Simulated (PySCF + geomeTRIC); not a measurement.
The multiplicity is imposed and other spin states were not computed.

Species: [Pt(CO)3(C2H4)] (charge 0, multiplicity 1).

### Question
Give a relaxed geometry from TPSS-D3(BJ)/def2-SVP run with PySCF + geomeTRIC.

### Answer
the end point of this relaxation.
Cartesian coordinates (Å) in one orientation:
```xyz
13

Pt    -0.305    -0.020     0.191
O     -1.220    -2.831     1.145
C     -0.825    -1.815     0.760
O     -2.039     1.146    -2.122
C     -1.320     0.714    -1.327
O     -0.064     1.874     2.640
C     -0.088     1.184     1.712
C      2.061     0.388    -0.616
C      1.738    -0.875    -1.039
H      1.928     1.259    -1.267
H      2.609     0.550     0.318
H      2.019    -1.757    -0.454
H      1.336    -1.055    -2.042
```
